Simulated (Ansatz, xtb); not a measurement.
**Ranking isomers of C5H6SSe**

5 gas-phase structures of C5H6SSe, from a drawn sample of its isomers (lower ones may exist). Each was relaxed with GFN2-xTB; where two conformers were screened, the lower at r2SCAN-D4/def2-SVP is listed:

A. `C[Se]c1cccs1`, a singlet
B. `C=C[C@@H]1C[Se]C1=S`, a singlet
C. `SCc1cc[se]c1`, a singlet
D. `Cc1ccc([SeH])s1`, a singlet
E. `C1=C(C2CC2)S[Se]1`, a singlet

Problem. Make a reasoned guess at their ranking by r2SCAN-D4/def2-SVP single-point energy.

Solution. Calculated order at r2SCAN-D4/def2-SVP: D (0.0), A (3.2), C (5.5), B (26.2), E (33.3) kcal/mol.

Energies above the lowest of each column, in kcal/mol; the last columns are at PBE0-D3(BJ)/def2-SVP geometries and were run for some of them only (a dash: not run or not comparable):

```csv
structure,GFN2-xTB,HF/STO-3G,r2SCAN-D4/def2-SVP,PBE0-D3(BJ)/def2-SVP,CCSD(T)/def2-SVP + ΔMP2/def2-TZVPP
D,0.0,0.1,0.0,0.0,0.0
A,4.7,0.0,3.2,5.6,3.0
C,5.6,11.4,5.5,7.2,5.0
B,26.7,38.4,26.2,–,–
E,7.4,26.5,33.3,–,–
```

Every level run on D puts it lowest or level with the lowest. Flexible structures stand in one conformer each, not always the lowest. Frequencies (GFN2-xTB) were run for A, C, D alone. The ΔMP2 step shifts differences by up to 4.8 kcal/mol, which makes them less sure. ΔMP2 is the change of the MP2 energy from the smaller to the larger basis.

Over these structures GFN2-xTB departs from r2SCAN-D4/def2-SVP by 8.5 kcal/mol on average once a common shift is removed. A GFN2-xTB relaxation took about 0.12 s and the r2SCAN-D4/def2-SVP energy about 0.78 s on a shared host (Ansatz 0.2.0, xtb 6.7.1).
